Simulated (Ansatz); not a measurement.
CH₂STe, singlet: a relaxation.

The input file, in.yaml:

```yaml
crystal:
  periodic: [false, false, false]
  atoms:
    - {symbol: C, position_ang: [-0.148134, 0.226950, -0.227497]}
    - {symbol: S, position_ang: [-0.267846, -1.105798, 0.985228]}
    - {symbol: Te, position_ang: [1.750033, -0.389474, 0.082001]}
    - {symbol: H, position_ang: [-0.792199, 1.281833, 0.301756]}
    - {symbol: H, position_ang: [-0.659046, 0.043128, -1.226865]}
basis:
  gaussian: {orbitals: def2-SVP}
hamiltonian: {xc: {name: BLYP}, dispersion: d4}
relax: {f_tol: 0.002, max_steps: 30, max_displacement: 0.5}
```

Command:

```bash
ansatz run in.yaml --threads 2 --pin off --events-out ev --progress --plain --max-ram 3481MiB
```

Output of Ansatz 0.2.0:

```
Functional definition: BLYP
  name "BLYP"
  cite "Becke, Phys. Rev. A 38, 3098 (1988) doi:10.1103/PhysRevA.38.3098"
  cite "Lee, Yang & Parr, Phys. Rev. B 37, 785 (1988) doi:10.1103/PhysRevB.37.785"
  parameter beta = 0.0042
  parameter a = 0.04918
  parameter b = 0.132
  parameter c = 0.2533
  parameter d = 0.349
  exchange = b88_x(beta = beta)
  correlation = lyp_c(a = a, b = b, c = c, d = d)
799 factors; their error is unknown
mean field evaluation 1: about -19184.4396 eV, gradient 4.7e1 eV
mean field evaluation 2: about -19162.0950 eV, gradient 9.0e1 eV
mean field evaluation 4: about -19190.0108 eV, gradient 4.8e0 eV
mean field evaluation 8: about -19190.0943 eV, gradient 1.5e-1 eV
mean field evaluation 16: about -19190.0630 eV, gradient 1.1e-4 eV
mean field -19190.06301401 eV, -705.2218082730 hartree, gradient 2.0e-5 eV, S^2 0.000000; 0 other end points of the search recorded, 0 dependent functions left out
the calculation of the forces begins
reference -19190.06326453 eV, -705.2218174793 hartree; 24, 24 occupied and 44, 44 virtual orbitals, 799 factors
relax step   1: F+E_penalty+E_count = -19190.36772223 eV  Δ(F+E_penalty+E_count) = +0.000e0 eV  max|allowed force component| = 5.391e0 eV/Å  Δτ_max = 0.0000 Å  (26 SCF iters, accepted)
these checks for a lower state are left out or cut short: starts, cluster_reference, orbital_swaps, neighbouring_geometries, increment
799 factors; their error is unknown
mean field -19191.10292291 eV, -705.2600242201 hartree, gradient 2.2e-5 eV, S^2 0.000000; 0 other end points of the search recorded, 0 dependent functions left out
the calculation of the forces begins
reference -19191.10317741 eV, -705.2600335729 hartree; 24, 24 occupied and 44, 44 virtual orbitals, 799 factors
relax step   2: F+E_penalty+E_count = -19191.39949915 eV  Δ(F+E_penalty+E_count) = -1.032e0 eV  max|allowed force component| = 2.111e0 eV/Å  Δτ_max = 0.2016 Å  (34 SCF iters, accepted)
these checks for a lower state are left out or cut short: starts, cluster_reference, orbital_swaps, neighbouring_geometries, increment
799 factors; their error is unknown
mean field evaluation 32: about -19191.2444 eV, gradient 2.4e-5 eV
mean field -19191.24439880 eV, -705.2652233634 hartree, gradient 2.4e-5 eV, S^2 0.000000; 0 other end points of the search recorded, 0 dependent functions left out
the calculation of the forces begins
reference -19191.24465580 eV, -705.2652328078 hartree; 24, 24 occupied and 44, 44 virtual orbitals, 799 factors
relax step   3: F+E_penalty+E_count = -19191.54070682 eV  Δ(F+E_penalty+E_count) = -1.412e-1 eV  max|allowed force component| = 2.714e-1 eV/Å  Δτ_max = 0.0603 Å  (29 SCF iters, accepted)
these checks for a lower state are left out or cut short: starts, cluster_reference, orbital_swaps, neighbouring_geometries, increment
799 factors; their error is unknown
mean field -19191.24957673 eV, -705.2654136488 hartree, gradient 1.7e-5 eV, S^2 0.000000; 0 other end points of the search recorded, 0 dependent functions left out
the calculation of the forces begins
reference -19191.24983362 eV, -705.2654230892 hartree; 24, 24 occupied and 44, 44 virtual orbitals, 799 factors
relax step   4: F+E_penalty+E_count = -19191.54608957 eV  Δ(F+E_penalty+E_count) = -5.383e-3 eV  max|allowed force component| = 2.009e-1 eV/Å  Δτ_max = 0.0171 Å  (29 SCF iters, accepted)
these checks for a lower state are left out or cut short: starts, cluster_reference, orbital_swaps, neighbouring_geometries, increment
799 factors; their error is unknown
mean field -19191.25047624 eV, -705.2654467050 hartree, gradient 1.6e-5 eV, S^2 0.000000; 0 other end points of the search recorded, 0 dependent functions left out
the calculation of the forces begins
reference -19191.25073360 eV, -705.2654561628 hartree; 24, 24 occupied and 44, 44 virtual orbitals, 799 factors
relax step   5: F+E_penalty+E_count = -19191.54703769 eV  Δ(F+E_penalty+E_count) = -9.481e-4 eV  max|allowed force component| = 9.521e-2 eV/Å  Δτ_max = 0.0116 Å  (31 SCF iters, accepted)
these checks for a lower state are left out or cut short: starts, cluster_reference, orbital_swaps, neighbouring_geometries, increment
799 factors; their error is unknown
mean field -19191.25104637 eV, -705.2654676568 hartree, gradient 1.7e-5 eV, S^2 0.000000; 0 other end points of the search recorded, 0 dependent functions left out
the calculation of the forces begins
reference -19191.25130348 eV, -705.2654771054 hartree; 24, 24 occupied and 44, 44 virtual orbitals, 799 factors
relax step   6: F+E_penalty+E_count = -19191.54765098 eV  Δ(F+E_penalty+E_count) = -6.133e-4 eV  max|allowed force component| = 2.776e-2 eV/Å  Δτ_max = 0.0070 Å  (31 SCF iters, accepted)
these checks for a lower state are left out or cut short: starts, cluster_reference, orbital_swaps, neighbouring_geometries, increment
799 factors; their error is unknown
mean field -19191.25111995 eV, -705.2654703611 hartree, gradient 1.2e-5 eV, S^2 0.000000; 0 other end points of the search recorded, 0 dependent functions left out
the calculation of the forces begins
reference -19191.25137712 eV, -705.2654798118 hartree; 24, 24 occupied and 44, 44 virtual orbitals, 799 factors
relax step   7: F+E_penalty+E_count = -19191.54770072 eV  Δ(F+E_penalty+E_count) = -4.974e-5 eV  max|allowed force component| = 9.078e-4 eV/Å  Δτ_max = 0.0014 Å  (23 SCF iters, accepted)
799 factors; their error is unknown
mean field evaluation 64: about -19158.3983 eV, gradient 9.4e1 eV
mean field -19191.25111995 eV, -705.2654703611 hartree, gradient 1.2e-5 eV, S^2 0.000000; 1 other end points of the search recorded, 0 dependent functions left out
the calculation of the forces begins
reference -19191.25137712 eV, -705.2654798118 hartree; 24, 24 occupied and 44, 44 virtual orbitals, 799 factors
Total energy: -19191.54795789 eV, -705.2763789540 hartree
Atom 0 at    -0.324110     0.232396    -0.179655 Å, force     0.000908     0.000460    -0.000391 eV/Å
Atom 1 at    -0.343743    -1.166689     0.968016 Å, force    -0.000393    -0.000469     0.000292 eV/Å
Atom 2 at     1.826048    -0.264229     0.094501 Å, force    -0.000309     0.000293    -0.000122 eV/Å
Atom 3 at    -0.593259     1.217644     0.235998 Å, force    -0.000032    -0.000385    -0.000282 eV/Å
Atom 4 at    -0.682128     0.037517    -1.204237 Å, force    -0.000174     0.000102     0.000502 eV/Å
Dipole moment:     0.006544     0.230151    -0.189000 e Å
```

The run took about 18 s on 2 CPU threads of an Intel Xeon (shared host).
